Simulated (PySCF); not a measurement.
C5H10, SMILES CC1CCC1.

Geometry optimised at B3LYP-D3(BJ)/def2-SVP.

Vertical ionisation energy (IE) and electron affinity (EA) in eV. Rows of orbital energies are one-electron estimates. Where ΔSCF, EOM or ADC give a negative EA the extra electron is unbound and the value depends on the basis.

```csv
level,IE,EA
"−ε(HOMO), −ε(LUMO), M06-2X/def2-TZVP (PySCF)",9.51,-1.90
"−ε(HOMO), −ε(LUMO), PBE/def2-TZVP (PySCF)",…,…
```

**Question.** What belongs in the gaps? (An estimate is asked for; the answer gives what the named calculation found.)

**Answer.** 
- −ε(HOMO), −ε(LUMO), PBE/def2-TZVP (PySCF), IE: 6.97
- −ε(HOMO), −ε(LUMO), PBE/def2-TZVP (PySCF), EA: -0.49
